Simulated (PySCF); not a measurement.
C2H6ClGa, triplet, at a GFN2-xTB geometry (such geometries of metal compounds can be far from the true shape) (a higher spin typed on purpose: for a closed-shell molecule this is an excited state), with bond 10-1 at 1.3 times its length.

The PySCF input:
```python
from pyscf import gto, scf, dft

mol = gto.M(
    atom='''
Ga   -0.23012450    0.22160435    0.51911903
C    -1.81614186   -0.92164488   -0.71698290
H    -1.33738187   -1.16695931   -1.65567350
H    -2.69517065   -0.30122640   -0.82458024
H    -1.98123842   -1.79145481   -0.09160707
C    -0.39486748    1.73205487   -1.22507154
H    -0.12481540    1.18943598   -2.12107453
H     0.35198446    2.46260188   -0.93669328
H    -1.39880982    2.13337926   -1.24387166
Cl    2.17850509   -1.15679675    0.03032771
''',
    basis='6-31g*',
    spin=2,
    verbose=4,
)

mf = dft.UKS(mol)
mf.xc = 'pbe0'
mf.kernel()
mf.analyze()
```

### Question
Predict the HOMO energy from PBE0/6-31G* run with PySCF.

### Answer
-6.43 eV

### Question
Give the <S^2> at the level PBE0/6-31G*.

### Answer
2.017

### Question
Predict the total energy from PBE0/6-31G*.

### Answer
-2463.9896 Eh

### Question
What dipole moment does PBE0/6-31G* give?

### Answer
7.46 D

These values belong to the state on which the SCF converged, which isn't shown to be the lowest.
